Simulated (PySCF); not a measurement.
C₃H₅N₂, SMILES c1c[nH+]c[nH]1, charge +1.

Coordinates come from a r2SCAN-D4/def2-SVP optimisation. The isomer is the one that the SMILES or the coordinates give; other isomers of the formula were not compared.

All values below come from PBE/def2-TZVP (PySCF).

Symmetry labels are those of the subgroup C2v that the program uses (full group C2v).

Task: List the valence orbital energies around the gap with their symmetry. (An estimate is asked for; the answer gives what the named calculation found.)

Result: 
```csv
orbital,symmetry,energy (eV)
HOMO−7,A1,-20.00
HOMO−6,B2,-18.39
HOMO−5,B1,-17.10
HOMO−4,A1,-16.89
HOMO−3,B2,-16.47
HOMO−2,A1,-16.16
HOMO−1,A2,-13.75
HOMO,B1,-11.81
LUMO,B1,-6.76
LUMO+1,A2,-5.72
LUMO+2,A1,-4.77
LUMO+3,B2,-3.95
```
